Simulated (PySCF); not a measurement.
Species: C₆H₅FNO (doublet state).
Cartesian coordinates in Å at the GFN2-xTB level; atoms count from 1:
```
atom  x, y, z in Å
N1     0.038    3.436   -0.137
C2     0.025    2.339    0.178
C3     0.009    0.943    0.561
C4     1.350    0.337    0.530
C5     1.680   -0.834    0.071
O6     0.726   -1.731   -0.433
C7    -0.579   -1.351   -0.256
F8    -0.983   -1.684    1.029
C9    -0.849    0.142   -0.456
H10   -0.420    0.871    1.570
H11    2.668   -1.257    0.030
H12   -1.188   -1.969   -0.931
H13   -1.910    0.346   -0.304
H14   -0.567    0.411   -1.475
```

The hyperfine couplings belong to this conformer and change with its torsions.

Identity: `N#C[C@@H]1[C]=CO[C@@H](F)C1` [radical].

Method used: PySCF 2.14.0, UKS B3LYP, pcH-1 on C F H N O, non-relativistic, mean-field spin-orbit, GIAO. One conformer (not necessarily the lowest) at the GFN2-xTB geometry, without solvent, vibrations or thermal averaging. The geometry wasn't refined by DFT: couplings that depend on bond lengths, twists or pyramidal angles can differ widely from those at the functional's own minimum. Stability of the SCF solution: not tested.

Q: Give the principal g shifts and their parts.

A: 
| Δg (ppm) | 1 | 2 | 3 |
| --- | --- | --- | --- |
| relativistic mass correction | -170 | -170 | -170 |
| gauge correction | 40 | 5 | 0 |
| orbital Zeeman/spin–orbit | -1087 | 55 | 1209 |
| total | -1217 | -110 | 1039 |

So g = 2.00110, 2.00221, 2.00336 and g_iso = 2.00222; the tensor is rhombic: the two nearest values differ by 49 % of g3 − g1. Axes: g1 points within 9° of the C3–C4 bond and g2 points within 14° of the C5–O6 bond.

Q: Average each term over the three axes. Which is largest in size?

A: The mass correction -170, the orbital-Zeeman/spin–orbit term 59 and the gauge correction 15 ppm, for a total of -96 ppm. The mass correction is the largest in size. The mass correction is the same along every axis, so the anisotropy comes from the other two: their spans along these axes are 40 (gauge) and 2296 ppm (orbital Zeeman/spin–orbit).

Q: What effective moment and Curie constant follow for a powder?

A: With the mean of g² = 4.0089 and S(S+1) = 0.75: μ_eff = √(⟨g²⟩S(S+1)) = 1.734 μB and χT = 0.12505·⟨g²⟩·S(S+1) = 0.376 cm³ K/mol (cgs; spin-Hamiltonian part alone).

Q: In a frozen sample, at which fields do the three g values resonate at 9.5, 34, 94 and 263 GHz (hyperfine left aside), and which band first spreads them over more than twice a line width of 0.5 mT?

A: 
| band | GHz | B(g3) mT | B(g2) mT | B(g1) mT | spread mT |
| --- | --- | --- | --- | --- | --- |
| X | 9.5 | 338.81 | 339.00 | 339.19 | 0.38 |
| Q | 34.0 | 1212.58 | 1213.27 | 1213.94 | 1.37 |
| W | 94.0 | 3352.41 | 3354.34 | 3356.19 | 3.78 |
| J | 263.0 | 9379.63 | 9385.01 | 9390.20 | 10.58 |

The spread grows in proportion to the frequency. Q band is the first where it exceeds 1.0 mT.

Largest spin populations (Mulliken): C4 (+1.01) and C5 (-0.12). C4 is the only atom above +0.15.

The HOMO–LUMO gaps are 7.23 eV among the α and 3.86 eV among the β orbitals.
